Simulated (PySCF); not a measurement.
## Multinuclear NMR of C₆H₁₆Si₂

Structure with atom numbers: `[CH2:1]=[C:2]([CH3:3])[Si:4]([CH3:5])([CH3:6])[SiH2:7][CH3:8]`; H(Xn) means a hydrogen on atom n. Ha(C1) is cis to C3; Hb(C1) is trans to C3.

PySCF 2.14 calculation with shieldings: GIAO PBE0/pcSseg-1 and geometry: GFN2-xTB; a single conformation, relativity neglected, one averaged value for each set of equivalent atoms, in vacuum.

**Question.** Predict the ²⁹Si NMR data.

**Answer.** 
| atoms | environment | σ (ppm) | δ (ppm) |
| --- | --- | --- | --- |
| Si4 | silicon bonded to 3 C, Si | 372.3 | -26.0 |
| Si7 | silicon bonded to C, Si, 2 H | 430.5 | -73.9 |

Shieldings were converted by a linear fit to measured shifts: ²⁹Si: δ = 279.94 − 0.822σ (rms 8.9 ppm, 72 shifts, 25.8 ppm with the 6 outliers that the fit left out vs TMS, solution or neat liquid). A few per cent of atoms miss by over 2 rms, more outside the fitted compound classes.

On a 500 MHz spectrometer ²⁹Si resonates near 99.3 MHz, so 1 ppm is 99.3 Hz.
